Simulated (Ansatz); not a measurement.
This geometry of H3ISi2 (6 atoms, charge 0, multiplicity 1) is a first-order saddle point.

Method: Ansatz, RKS revPBE-D4/def2-SVP.

```xyz
6
Properties=species:S:1:pos:R:3
Si -0.712 0.176 -0.540
Si 0.300 -0.129 1.470
I 1.933 -1.987 0.869
H -0.894 -0.630 -1.813
H -1.526 1.442 -0.698
H 0.899 1.128 0.713
```

Which two structures does it join? (They come from a converged band through this point; their orientation in space is the band's.)

Bonds broken: Si2–H6. Bonds formed: Si1–H6.

Image 0:

```xyz
6
Properties=species:S:1:pos:R:3
Si -0.638 0.365 -1.011
Si 0.474 -0.039 0.866
I 1.969 -1.992 0.973
H -1.265 -0.867 -1.614
H -1.686 1.434 -0.808
H 1.145 1.099 1.594
```

Image 10:

```xyz
6
Properties=species:S:1:pos:R:3
Si -0.384 0.502 -0.330
Si -0.321 -0.955 1.623
I 1.871 -1.998 0.977
H -0.360 -0.322 -1.594
H -1.627 1.360 -0.347
H 0.820 1.414 -0.328
```

How far does it lie above each of them?

0.51 eV above the first and 0.63 eV above the second. This is the barrier of this one path; another mechanism may lie lower. The orbitals stay closed-shell, which can raise the energy where a bond breaks towards radicals; this wasn't checked here.

The run took 2.1 min on 1 thread of Intel(R) Xeon(R) Platinum 8488C (Sapphire Rapids), with other jobs on the host, peak memory 0.26 GiB.
